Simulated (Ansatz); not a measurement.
The cluster HW₂, relaxed as a quartet with UKS PBE-D4/def2-TZVP in Ansatz, starting from the PBE-D4/def2-TZVP geometry of the neutral doublet. Force threshold 0.02 eV/Å.

In the def2 sets W takes a core potential; there is no spin–orbit coupling. At PBE-D4/def2-TZVP a doublet of charge 0 lies 0.67 eV below the quartet, each at its own geometry. That doublet is doubtful there (⟨S²⟩ 1.76, where a pure state has 0.75). The structure comes from a short search, and lower isomers may exist.

Start:

```xyz
3

W    -1.4264    0.0875   -0.6561
W     0.6828    0.3867   -0.4150
H     0.7436   -0.4742    1.0711
```

**Question.** Estimate the energy that the relaxation releases and the steps that it takes.

**Answer.** 0.01 eV, in 3 steps; 13 s on 4 threads of Arm Neoverse V1 on a shared host. No frequencies were taken in this run, so the end may be a saddle point.

**Question.** Does the start keep its bonding and symmetry?

**Answer.** By distances, no bond broke or formed. The bond that changes most is W1–W2, from 2.14 to 2.17 Å (atoms count from 1). Point group Cs at the start, Cs at the end, both within 0.05 Å.

**Question.** Predict the relaxed structure.

**Answer.** 
```xyz
3

W    -1.451    0.093   -0.675
W     0.684    0.381   -0.404
H     0.767   -0.474    1.079
```
Bond lengths (bridged metal pairs left out): 1 × W–W 2.17 Å; 1 × H–W 1.71 Å.
